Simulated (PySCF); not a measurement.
A GIAO shielding run with PySCF (density fitting, non-relativistic, gas phase) on SMILES C1[C@H]([Si@@H](C#CC)S[SiH3])[C@@H]1F, C6H11FSSi2:

```
{"job": {"kind": "nmr", "xc": "PBE0", "basis": "pcSseg-1"}, "charge": 0, "multiplicity": 1}
C     -3.114496    -1.381907     0.913948
C     -1.799786    -0.856414     0.635049
C     -0.702650    -0.408935     0.407679
Si     1.001950     0.185944     0.038511
S      2.043249    -1.297325    -1.150615
Si     1.923689    -3.026159     0.092518
C      0.963010     1.709967    -1.064436
C     -0.311305     2.513230    -1.162024
C      0.850274     3.044848    -0.405605
F      0.757820     3.080436     0.959417
H     -3.047422    -2.447656     1.131799
H     -3.764278    -1.237698     0.051114
H     -3.545547    -0.869875     1.774003
H      1.746328     0.391782     1.278509
H      0.518499    -3.344147     0.307167
H      2.578041    -2.730381     1.360983
H      2.625927    -4.040521    -0.673077
H      1.579906     1.678079    -1.953337
H     -1.157525     2.170812    -0.586005
H     -0.568621     2.980050    -2.100798
H      1.414018     3.902815    -0.751622
```

Hardware: 1 thread of an Arm Neoverse V2, shared host. The job also computes population analyses, field gradients, ring-centre shieldings.

Task: How large is the calculation?

Result: 100 electrons, 246 basis functions and 1344 auxiliary functions.

Task: How long does it take?

Result: 62 s of wall time, with 14 SCF cycles and 5 response iterations. Times on a shared host scatter by some tens of per cent.
